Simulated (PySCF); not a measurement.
LaO (SMILES [O]=[La]), doublet, at a GFN2-xTB geometry (such geometries of metal compounds can be far from the true shape) (core potentials on La), with bond 1-2 at 2.0 times its length; B3LYP/def2-SV(P) (PySCF).

Here is a job for PySCF.
```python
from pyscf import gto, scf, dft

mol = gto.M(
    atom='''
La    0.00000000    0.00000000   -2.27062364
O     0.00000000    0.00000000    1.77295270
''',
    basis='def2-sv(p)',
    ecp={'La': 'def2-sv(p)'},
    spin=1,
    verbose=4,
)

mf = dft.UKS(mol)
mf.xc = 'b3lyp'
mf.init_guess = 'huckel'
mf.kernel()
```

Task: Write the output that PySCF gives for this input, abridged.

Result: 
```
PySCF version 2.14.0

[INPUT] verbose = 4
[INPUT] num. atoms = 2
[INPUT] num. electrons = 19
[INPUT] charge = 0
[INPUT] spin (= nelec alpha-beta = 2S) = 1
[INPUT] symmetry False subgroup None
[INPUT] Mole.unit = angstrom
[INPUT] Symbol           X                Y                Z      unit          X                Y                Z       unit  Magmom
[INPUT]  1 La     0.000000000000   0.000000000000  -2.270623640000 AA    0.000000000000   0.000000000000  -4.290856811563 Bohr   0.0
[INPUT]  2 O      0.000000000000   0.000000000000   1.772952700000 AA    0.000000000000   0.000000000000   3.350395034808 Bohr   0.0

nuclear repulsion = 11.5164375902348
number of shells = 17
number of NR pGTOs = 74
number of NR cGTOs = 39
basis = def2-sv(p)
ecp = {'La': 'def2-sv(p)'}

******** <class 'pyscf.dft.uks.UKS'> ********
method = UKS
initial guess = huckel
damping factor = 0
level_shift factor = 0
DIIS = <class 'pyscf.scf.diis.CDIIS'>
diis_start_cycle = 1
diis_space = 8
diis_damp = 0
SCF conv_tol = 1e-09
SCF conv_tol_grad = None
SCF max_cycles = 50
direct_scf = True
direct_scf_tol = 1e-13
number electrons alpha = 10  beta = 9
XC library pyscf.dft.libxc version 7.1.2
    S. Lehtola, C. Steigemann, M. J. T. Oliveira, and M. A. L. Marques,  SoftwareX 7, 1–5 (2018)
XC functionals = b3lyp
    P. J. Stephens, F. J. Devlin, C. F. Chabalowski, and M. J. Frisch,  J. Phys. Chem. 98, 11623 (1994)
radial grids:
    Treutler-Ahlrichs [JCP 102, 346 (1995); DOI:10.1063/1.469408] (M4) radial grids

becke partition: Becke, JCP 88, 2547 (1988); DOI:10.1063/1.454033
pruning grids: <function nwchem_prune>
grids dens level: 3
symmetrized grids: False
atomic radii adjust function: <function treutler_atomic_radii_adjust>
small_rho_cutoff = 0
Set gradient conv threshold to 3.16228e-05
Initial guess from on-the-fly Huckel, doi:10.1021/acs.jctc.8b01089.
Spherically averaged atomic HF for {'O', 'La'}

******** <class 'pyscf.scf.atom_hf.AtomSphAverageRHF'> ********
method = AtomSphAverageRHF
initial guess = minao
damping factor = 0
level_shift factor = 0
DIIS = <class 'pyscf.scf.diis.CDIIS'>
diis_start_cycle = 1
diis_space = 8
diis_damp = 0
SCF conv_tol = 1e-09
SCF conv_tol_grad = None
SCF max_cycles = 50
direct_scf = True
direct_scf_tol = 1e-13
atom = La
Set gradient conv threshold to 3.16228e-05
Initial guess from minao.
init E= -27.7595649694179
cycle= 1 E= -30.903596337152  delta_E= -3.14  |g|=    0  |ddm|= 9.32
cycle= 2 E= -30.9394858490132  delta_E= -0.0359  |g|=    0  |ddm|= 1.81
cycle= 3 E= -30.9456951773255  delta_E= -0.00621  |g|=    0  |ddm|= 0.396
cycle= 4 E= -30.9462100283259  delta_E= -0.000515  |g|=    0  |ddm|= 0.16
cycle= 5 E= -30.9462227190199  delta_E= -1.27e-05  |g|=    0  |ddm|= 0.0618
cycle= 6 E= -30.9462229585084  delta_E= -2.39e-07  |g|=    0  |ddm|= 0.0093
cycle= 7 E= -30.9462229587072  delta_E= -1.99e-10  |g|=    0  |ddm|= 0.000144
Extra cycle  E= -30.9462229587134  delta_E= -6.25e-12  |g|=    0  |ddm|= 3.17e-05
Atomic HF for atom  La  converged. SCF energy = -30.9462229587134

******** <class 'pyscf.scf.atom_hf.AtomSphAverageRHF'> ********
method = AtomSphAverageRHF
initial guess = minao
damping factor = 0
level_shift factor = 0
DIIS = <class 'pyscf.scf.diis.CDIIS'>
diis_start_cycle = 1
diis_space = 8
diis_damp = 0
SCF conv_tol = 1e-09
SCF conv_tol_grad = None
SCF max_cycles = 50
direct_scf = True
direct_scf_tol = 1e-13
atom = O
Set gradient conv threshold to 3.16228e-05
Initial guess from minao.
init E= -74.1788039093236
cycle= 1 E= -74.1948875786556  delta_E= -0.0161  |g|=    0  |ddm|= 0.106
cycle= 2 E= -74.1952027336708  delta_E= -0.000315  |g|=    0  |ddm|= 0.0459
cycle= 3 E= -74.1952618091125  delta_E= -5.91e-05  |g|=    0  |ddm|= 0.0112
cycle= 4 E= -74.1952623833981  delta_E= -5.74e-07  |g|=    0  |ddm|= 0.00215
cycle= 5 E= -74.1952623834021  delta_E= -3.99e-12  |g|=    0  |ddm|= 2.69e-06
Extra cycle  E= -74.1952623834021  delta_E=    0  |g|=    0  |ddm|= 5.97e-08
Atomic HF for atom  O  converged. SCF energy = -74.1952623834021

tot grids = 38792
init E= -105.532820495225
cycle= 1 E= -88.3906598253129  delta_E= 17.1  |g|= 1.34  |ddm|= 3.83

cycle= 2 E= -49.108902788887  delta_E= 39.3  |g|=  1.6  |ddm|= 10.8

cycle= 3 E= -98.2869410557613  delta_E= -49.2  |g|=  1.3  |ddm|= 10.4
cycle= 4 E= -99.0291612630301  delta_E= -0.742  |g|= 1.72  |ddm|= 0.539
cycle= 5 E= -99.0373478341825  delta_E= -0.00819  |g|= 1.71  |ddm|= 0.018
cycle= 6 E= -99.0219075540797  delta_E= 0.0154  |g|= 1.71  |ddm|= 0.0227
cycle= 7 E= -105.576668759299  delta_E= -6.55  |g|= 1.19  |ddm|= 2.67
cycle= 8 E= -98.1161784148526  delta_E= 7.46  |g|= 1.56  |ddm|= 2.87
cycle= 9 E= -98.1835905493774  delta_E= -0.0674  |g|= 1.54  |ddm|= 0.0725
cycle= 10 E= -98.1811755402324  delta_E= 0.00242  |g|= 1.53  |ddm|= 0.0587

cycle= 11 E= -103.748453717133  delta_E= -5.57  |g|= 1.97  |ddm|= 3.86

cycle= 12 E= -104.847659915399  delta_E= -1.1  |g|= 1.42  |ddm|= 1.39
cycle= 13 E= -105.079212116716  delta_E= -0.232  |g|= 1.35  |ddm|=  1.1
cycle= 14 E= -105.083959807323  delta_E= -0.00475  |g|= 1.35  |ddm|= 0.184
cycle= 15 E= -104.971645919188  delta_E= 0.112  |g|= 1.42  |ddm|= 0.204
cycle= 16 E= -105.64505987811  delta_E= -0.673  |g|= 0.995  |ddm|= 1.64
cycle= 17 E= -105.5868291964  delta_E= 0.0582  |g|= 1.02  |ddm|= 0.159

cycle= 18 E= -99.2473131815961  delta_E= 6.34  |g|= 1.24  |ddm|= 3.07
cycle= 19 E= -105.463154727061  delta_E= -6.22  |g|= 1.13  |ddm|=    3
cycle= 20 E= -105.406176474913  delta_E= 0.057  |g|= 1.17  |ddm|= 0.281
cycle= 21 E= -105.377680960381  delta_E= 0.0285  |g|= 1.19  |ddm|= 0.339
cycle= 22 E= -105.403405757226  delta_E= -0.0257  |g|= 1.17  |ddm|= 0.368
cycle= 23 E= -105.001394585225  delta_E= 0.402  |g|= 1.46  |ddm|= 0.813
cycle= 24 E= -105.161904406554  delta_E= -0.161  |g|= 1.36  |ddm|= 0.351
cycle= 25 E= -105.183843192499  delta_E= -0.0219  |g|= 1.34  |ddm|= 0.0886
cycle= 26 E= -105.182553585899  delta_E= 0.00129  |g|= 1.34  |ddm|= 0.0464
cycle= 27 E= -88.9946280452599  delta_E= 16.2  |g|=  1.4  |ddm|= 3.85
cycle= 28 E= -105.139774878619  delta_E= -16.1  |g|= 1.38  |ddm|= 3.87
cycle= 29 E= -105.588103372427  delta_E= -0.448  |g|= 1.05  |ddm|= 0.501
cycle= 30 E= -105.157711051182  delta_E= 0.43  |g|= 1.38  |ddm|= 0.593
cycle= 31 E= -105.11757521234  delta_E= 0.0401  |g|= 1.41  |ddm|= 0.083
cycle= 32 E= -104.806972598653  delta_E= 0.311  |g|= 1.61  |ddm|= 0.502
cycle= 33 E= -105.261575888813  delta_E= -0.455  |g|= 1.31  |ddm|= 0.674
cycle= 34 E= -105.072198138297  delta_E= 0.189  |g|= 1.45  |ddm|= 0.624
cycle= 35 E= -104.539502379951  delta_E= 0.533  |g|= 1.77  |ddm|= 0.62
cycle= 36 E= -88.5790077066522  delta_E=   16  |g|= 1.33  |ddm|= 4.07
cycle= 37 E= -104.605638918942  delta_E=  -16  |g|= 1.74  |ddm|= 3.89
cycle= 38 E= -104.580720324732  delta_E= 0.0249  |g|= 1.75  |ddm|= 0.161
cycle= 39 E= -104.432510477316  delta_E= 0.148  |g|= 1.82  |ddm|= 0.153
cycle= 40 E= -104.950652354705  delta_E= -0.518  |g|= 1.53  |ddm|= 0.971
cycle= 41 E= -104.959353780073  delta_E= -0.0087  |g|= 1.52  |ddm|= 0.576
cycle= 42 E= -105.132283835509  delta_E= -0.173  |g|= 1.41  |ddm|= 0.334
cycle= 43 E= -104.652565537727  delta_E= 0.48  |g|=  1.7  |ddm|= 0.734
cycle= 44 E= -104.403767250338  delta_E= 0.249  |g|= 1.81  |ddm|= 0.747
cycle= 45 E= -89.6825241632669  delta_E= 14.7  |g|= 1.59  |ddm|= 4.55
cycle= 46 E= -105.220373375619  delta_E= -15.5  |g|= 1.35  |ddm|= 4.08
cycle= 47 E= -105.308450156669  delta_E= -0.0881  |g|= 1.28  |ddm|= 0.161
cycle= 48 E= -105.281127193795  delta_E= 0.0273  |g|=  1.3  |ddm|= 0.193
cycle= 49 E= -105.460282162976  delta_E= -0.179  |g|= 1.15  |ddm|= 0.409
cycle= 50 E= -105.417199515049  delta_E= 0.0431  |g|=  1.2  |ddm|= 0.493
SCF not converged.
SCF energy = -105.417199515049 after 50 cycles  <S^2> = 0.75112523  2S+1 = 2.0011249
```

Convergence was not reached.
